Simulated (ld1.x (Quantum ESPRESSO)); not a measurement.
**Reading a pseudo-wave (O)**

Columns: radius, all-electron u(r) and pseudo u(r) of the 2p shell (level -9.21 eV) of oxygen in the configuration [He] 2s2 2p4; LDA (PZ), non-relativistic, ultrasoft scheme, ld1.x (Quantum ESPRESSO) 7.5.

```
r (bohr)  all-electron  pseudo
   0.085        0.0790  0.0120
   0.170        0.2335  0.0472
   0.255        0.3957  0.1031
   0.340        0.5380  0.1756
   0.425        0.6516  0.2596
   0.510        0.7355  0.3495
   0.595        0.7925  0.4394
   0.680        0.8266  0.5237
   0.765        0.8421  0.5977
   0.850        0.8431  0.6578
   0.935        0.8330  0.7018
   1.020        0.8148  0.7287
   1.105        0.7907  0.7394
   1.190        0.7626  0.7356
   1.275        0.7318  0.7199
   1.360        0.6995  0.6956
   1.445        0.6665  0.6658
   1.530        0.6333  0.6334
   1.615        0.6005  0.6005
   1.700        0.5683  0.5683
   1.785        0.5369  0.5369
   1.870        0.5066  0.5066
   1.955        0.4775  0.4775
   2.040        0.4496  0.4496
   2.125        0.4229  0.4229
   2.210        0.3975  0.3975
```

(1) How many radial nodes do the two functions have?

(2) At about which radius was the pseudo-wave matched?

(3) Where does each function peak?

(4) Is the pseudo-wave norm-conserving?

Answers

(1) The all-electron 2p function has n − l − 1 = 0; the pseudo-wave has 0.

(2) 1.70 bohr. The columns agree to 0.0005 from 1.53 bohr on; several derivatives are matched, so the curves merge somewhat inside the radius.

(3) Outermost all-electron maximum near 0.85 bohr, pseudo maximum near 1.10 bohr (to the table’s step).

(4) No, it belongs to an ultrasoft set: the norm inside the radius is not constrained, and the difference is carried by the augmentation charge.
